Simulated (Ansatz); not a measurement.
Geometry optimisation, RKS LDA/def2-SVP in Ansatz.

The input (input.yaml):

```yaml
crystal:
  periodic: [false, false, false]
  atoms:
    - { symbol: Al, position_ang: [-0.241915, -1.022152, 0.455838] }
    - { symbol: Cl, position_ang: [-0.534561, 2.237058, -0.831928] }
    - { symbol: F, position_ang: [-1.180602, -1.811347, -0.637383] }
    - { symbol: F, position_ang: [-0.769417, -0.737146, 1.985297] }
    - { symbol: H, position_ang: [0.729459, 1.857952, -0.872819] }
    - { symbol: Br, position_ang: [1.997035, -0.524365, -0.099005] }
basis:
  gaussian: { orbitals: def2-SVP }
hamiltonian:
  xc: lda
relax:
  f_tol: 0.03
  max_steps: 50
```

Command:

```bash
$ ansatz run input.yaml --threads 2 --pin off --max-ram 3072MiB --backend cpu --events-out ev --progress --plain --runs-dir out
```

Where does it end, and by what steps?

The forces met the threshold. After 11 steps the energy has fallen by 0.727 eV; H5 moved furthest, 0.70 Å. Joined: Al1–Cl2.

```tsv
step	energy less start (eV)	largest force component (eV/Å)	accepted
0	0.0000	1.466	yes
1	-0.2485	0.476	yes
2	-0.3770	0.590	yes
3	-0.5633	0.672	yes
4	-0.6260	0.957	yes
5	-0.6863	0.570	yes
6	-0.7092	0.422	yes
7	-0.7199	0.205	yes
8	-0.7235	0.183	yes
9	-0.7259	0.087	yes
10	-0.7269	0.033	yes
11	-0.7270	0.007	yes
```

```xyz
6
Properties=species:S:1:pos:R:3
Al -0.320 -0.528 0.266
Cl -0.609 1.617 -0.566
F -1.105 -1.557 -0.756
F -0.693 -0.482 1.872
H 0.777 1.209 -0.616
Br 1.950 -0.260 -0.199
```

Whether the end is a true minimum wasn't checked by a vibrational analysis.

Run time: 13 s on 2 threads of Intel(R) Xeon(R) Platinum 8488C (Sapphire Rapids) (shared host), peak memory 0.16 GiB.
